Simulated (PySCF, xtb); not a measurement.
germanium monoxide (GeO), SMILES [Ge]=[O] (connectivity only; charge and spin as stated), neutral, multiplicity 1.

GFN2-xTB run with xtb 6.7.1 at its own geometry gives an orbital gap of 4.78 eV and a dipole moment of 4.56 D.

Coordinates come from a r2SCAN-D4/def2-TZVPD optimisation.

**Question.** What does M06-2X/def2-TZVPD (PySCF) give? (An estimate is asked for; the answer gives what the named calculation found.)

**Answer.** gap 8.56 eV (levels -9.80 and -1.24 eV), dipole 3.77 D.
